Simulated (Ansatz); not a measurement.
Coupled-cluster run, CH3FGaISi, SMILES `[F][Ga]1[SiH2][CH]1I`.

```yaml
crystal:
  periodic: [false, false, false]
  atoms:
    - {symbol: F, position_ang: [-1.490667, -2.275725, 1.755368]}
    - {symbol: Ga, position_ang: [-0.467458, -1.079697, 1.013438]}
    - {symbol: Si, position_ang: [0.978097, 0.626054, 0.361975]}
    - {symbol: C, position_ang: [-0.358439, -0.118150, -0.749016]}
    - {symbol: I, position_ang: [-1.541309, 1.054412, -2.068166]}
    - {symbol: H, position_ang: [0.488620, 1.852360, 1.041619]}
    - {symbol: H, position_ang: [2.396656, 0.803424, -0.053984]}
    - {symbol: H, position_ang: [0.086600, -0.919778, -1.357134]}
basis:
  gaussian: {orbitals: def2-TZVPP}
correlation: {method: ccsd_t}
output: {orbitals: {seedname: orbitals}}
```

```sh
$ ansatz run in.yaml --threads 4 --pin off --events-out ev --progress --plain
```

Output of Ansatz, abridged:

```
Functional definition: HF
1674 factors; integrals over basis functions are off by at most 7.5e-4 eV
mean field evaluation 1: about -72050.2083 eV, gradient 3.8e1 eV
mean field evaluation 2: about -72050.3832 eV, gradient 3.8e1 eV
mean field evaluation 4: about -72053.9614 eV, gradient 4.2e0 eV
mean field evaluation 8: about -72054.0970 eV, gradient 6.6e-1 eV
mean field evaluation 16: about -72054.1029 eV, gradient 1.5e-6 eV
mean field -72054.10289714 eV, -2647.9394414450 hartree, gradient 1.5e-6 eV, S^2 0.000000; 0 other end points of the search recorded, 0 dependent functions left out
20 core orbitals not correlated: weight in the atoms' cores, before any rotation towards them, 1.000 or more for the frozen orbitals, at most 0.000 for the correlated occupied ones
reference -72054.10289714 eV, -2647.9394414450 hartree; 24, 24 occupied and 200, 200 virtual orbitals, 1674 factors
second order -34.23704988 eV of doubles, -0.00000000 eV of singles
cycle   1  -32.67078271 eV  change     1.6e0 eV  update   1.5e-1
cycle   2  -33.63323339 eV  change   -9.6e-1 eV  update   4.6e-2
cycle   3  -33.81103260 eV  change   -1.8e-1 eV  update   2.3e-2
cycle   4  -33.77980733 eV  change    3.1e-2 eV  update   6.7e-3
cycle   5  -33.77147759 eV  change    8.3e-3 eV  update   3.3e-3
cycle   6  -33.77488176 eV  change   -3.4e-3 eV  update   1.3e-3
cycle   7  -33.77483980 eV  change    4.2e-5 eV  update   6.1e-4
cycle   8  -33.77423531 eV  change    6.0e-4 eV  update   3.0e-4
cycle   9  -33.77436305 eV  change   -1.3e-4 eV  update   1.4e-4
cycle  10  -33.77453212 eV  change   -1.7e-4 eV  update   5.5e-5
cycle  11  -33.77441094 eV  change    1.2e-4 eV  update   2.5e-5
cycle  12  -33.77443592 eV  change   -2.5e-5 eV  update   1.1e-5
perturbative correction -1.21446816 eV, -0.0446308815 hartree
Total energy: -72089.09180122 eV, -2649.2252599534 hartree
```

Run time 6.2 min (4 threads of a server CPU on a shared host); peak host memory 5.4 GiB.

The correlation energy is -34.989 eV, 3.5 % of it from (T); the T1 diagnostic reads 0.0135.
